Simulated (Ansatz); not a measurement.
Steps of a relaxation of AlClH₃NOSi, SMILES `O[SiH]1[NH][Al]1[Cl]` with RKS PBE0-D4/def2-TZVP.

```sh
$ ansatz run in.yaml --threads 2 --pin off --events-out ev --progress --plain --max-ram 4352MiB
```

```yaml
crystal:
  periodic: [false, false, false]
  atoms:
    - {symbol: O, position_ang: [-0.079838, 1.414032, 1.636309]}
    - {symbol: Si, position_ang: [0.532983, 0.715254, 0.234165]}
    - {symbol: N, position_ang: [0.307303, -1.037286, -0.021104]}
    - {symbol: Al, position_ang: [-0.586261, -0.416676, -1.463047]}
    - {symbol: Cl, position_ang: [-1.669597, -1.378355, -3.002851]}
    - {symbol: H, position_ang: [-1.024995, 1.235872, 1.790134]}
    - {symbol: H, position_ang: [1.941701, 1.237721, 0.243784]}
    - {symbol: H, position_ang: [0.670904, -1.827561, 0.526910]}
basis:
  gaussian: {orbitals: def2-TZVP}
hamiltonian: {xc: pbe0, dispersion: d4}
relax: {f_tol: 0.005, max_steps: 150}
```

Positions (Å) and forces (eV/Å) along the path, 8 of 8 steps:

```xyz
8
step=1 energy=-30574.8375 eV
O    -0.080    1.414    1.636   -0.340   -0.561   -0.771
Si    0.533    0.715    0.234   -0.226   -0.355    0.581
N     0.307   -1.037   -0.021    0.058    0.492    0.066
Al   -0.586   -0.417   -1.463    0.182   -0.319    0.323
Cl   -1.670   -1.378   -3.003    0.200    0.202    0.280
H    -1.025    1.236    1.790    0.685    0.128   -0.083
H     1.942    1.238    0.244   -0.312   -0.114   -0.009
H     0.671   -1.828    0.527   -0.247    0.526   -0.386
8
step=2 energy=-30574.8879 eV
O    -0.081    1.407    1.616   -0.008   -0.334   -0.506
Si    0.529    0.708    0.231   -0.199   -0.167    0.375
N     0.302   -1.028   -0.013   -0.005    0.417   -0.045
Al   -0.580   -0.420   -1.451    0.129   -0.118    0.221
Cl   -1.655   -1.360   -2.983    0.044    0.043    0.059
H    -1.011    1.215    1.780    0.186    0.066    0.016
H     1.924    1.227    0.237   -0.071   -0.034   -0.009
H     0.665   -1.807    0.528   -0.076    0.128   -0.110
8
step=3 energy=-30574.9023 eV
O    -0.079    1.389    1.602   -0.036   -0.046   -0.067
Si    0.526    0.704    0.231    0.030    0.021    0.037
N     0.301   -1.012   -0.011   -0.005    0.021    0.005
Al   -0.577   -0.419   -1.442    0.001    0.007   -0.015
Cl   -1.647   -1.354   -2.972   -0.006   -0.016   -0.008
H    -1.005    1.205    1.772   -0.002    0.037    0.062
H     1.917    1.218    0.234    0.016    0.007   -0.008
H     0.658   -1.788    0.530    0.002   -0.031   -0.005
8
step=4 energy=-30574.9023 eV
O    -0.088    1.386    1.596    0.214    0.027   -0.074
Si    0.525    0.702    0.229   -0.039    0.013    0.063
N     0.305   -1.014   -0.015    0.012    0.012   -0.011
Al   -0.557   -0.421   -1.455   -0.036    0.016    0.017
Cl   -1.656   -1.354   -2.964   -0.006   -0.030   -0.040
H    -1.008    1.220    1.791   -0.182   -0.038    0.029
H     1.913    1.217    0.236    0.041    0.022    0.009
H     0.657   -1.792    0.527   -0.004   -0.023    0.005
8
step=5 energy=-30574.9036 eV
O    -0.081    1.388    1.599   -0.003   -0.003   -0.004
Si    0.526    0.703    0.232   -0.008   -0.006    0.002
N     0.301   -1.013   -0.016    0.013    0.016    0.016
Al   -0.571   -0.417   -1.449   -0.015    0.006   -0.013
Cl   -1.647   -1.363   -2.971    0.005   -0.004   -0.003
H    -1.006    1.219    1.791    0.006    0.005    0.005
H     1.916    1.220    0.236    0.005   -0.001    0.000
H     0.654   -1.793    0.522   -0.001   -0.011   -0.002
8
step=6 energy=-30574.9034 eV rejected
O    -0.079    1.390    1.601   -0.010    0.009    0.004
Si    0.520    0.705    0.231    0.048   -0.024    0.038
N     0.302   -1.012   -0.015   -0.051    0.008   -0.036
Al   -0.579   -0.416   -1.445    0.005   -0.028   -0.009
Cl   -1.636   -1.366   -2.977   -0.002    0.000    0.001
H    -1.003    1.225    1.800    0.004    0.002    0.002
H     1.913    1.215    0.231   -0.005    0.018   -0.003
H     0.653   -1.797    0.517    0.012    0.015    0.003
8
step=7 energy=-30574.9037 eV
O    -0.080    1.389    1.600   -0.001    0.000    0.000
Si    0.524    0.703    0.233    0.000   -0.004    0.000
N     0.300   -1.012   -0.016    0.002    0.003    0.005
Al   -0.574   -0.417   -1.449   -0.005    0.003   -0.005
Cl   -1.642   -1.366   -2.974    0.003   -0.002   -0.001
H    -1.004    1.222    1.795    0.002    0.002    0.003
H     1.915    1.219    0.235   -0.001   -0.001   -0.001
H     0.653   -1.795    0.519    0.000   -0.001   -0.001
8
step=8 energy=-30574.9037 eV
O    -0.077    1.390    1.603   -0.004    0.000   -0.001
Si    0.522    0.703    0.233    0.003    0.000    0.004
N     0.296   -1.011   -0.015    0.001    0.000   -0.001
Al   -0.577   -0.416   -1.449   -0.002   -0.001   -0.001
Cl   -1.635   -1.370   -2.978    0.000    0.001   -0.001
H    -1.000    1.224    1.802    0.002    0.000    0.001
H     1.913    1.219    0.232    0.001   -0.001   -0.002
H     0.651   -1.795    0.517    0.000    0.001    0.001
```

Hardware: 2 threads of an AMD EPYC 9R14 on a shared host. Wall time 35 s, peak host memory 0.5 GiB.
